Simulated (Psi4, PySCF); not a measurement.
C4H6Cl2Si, singlet, geometry from GFN2-xTB, atoms displaced at random by about 0.03 Å a coordinate. Base run: TPSS/STO-3G, gradient (PySCF).

The PySCF input:
```python
from pyscf import gto, scf, dft

mol = gto.M(
    atom='''
C    -1.766762    2.041607    0.656632
C    -1.249750    1.336103   -0.303034
Si   -0.046779   -0.134136   -0.098804
Cl    1.299425   -0.073829   -1.622246
Cl   -1.074549   -1.810189   -0.115654
C     0.929557   -0.051441    1.543879
C     1.314772    1.041117    2.159936
H    -2.434924    2.825302    0.519649
H    -1.566729    1.765412    1.716311
H    -1.355868    1.632178   -1.351435
H     1.213885   -1.019886    1.994874
H     1.169603    2.020784    1.743873
H     1.850795    0.959822    3.108241
''',
    basis='sto-3g',
    charge=0,
    spin=0,
    verbose=4,
)

mf = dft.RKS(mol)
mf.xc = 'tpss'
mf.kernel()
g = mf.nuc_grad_method()
grad = g.kernel()
```

Programs used: Psi4, PySCF; a row that names a program was run with it.

The coordinate followed is x of atom 5.

The base run was repeated with changes; each row names its change, and settings that it needs were set with it.

```
change                                                  dE/dx (Eh/bohr)  net force (Eh/bohr)
------------------------------------------------------  ---------------  -------------------
base                                                           0.039520             0.000110
conv_tol = 1e-4                                                0.039498             0.000110
conv_tol = 1e-11                                               0.039521             0.000110
finite difference step (bohr) = 0.05; conv_tol = 1e-11         0.039577                    -
finite difference step (bohr) = 1e-3; conv_tol = 1e-11         0.039572                    -
conv_tol = 1e-6                                                0.039520             0.000110
density fitting = on; auxbasis_response = off                  0.039360             0.000230
code = psi4                                                    0.039464             0.000173
grids.level = 5; grid_response = off                           0.039529             0.000045
finite difference step (bohr) = 1e-5; conv_tol = 1e-11         0.039572                    -
grids.level = 5; grid_response = on                            0.039523             0.000000
grids.level = 1; grid_response = off                           0.039604             0.001258
```

The net force is zero for an exact gradient.
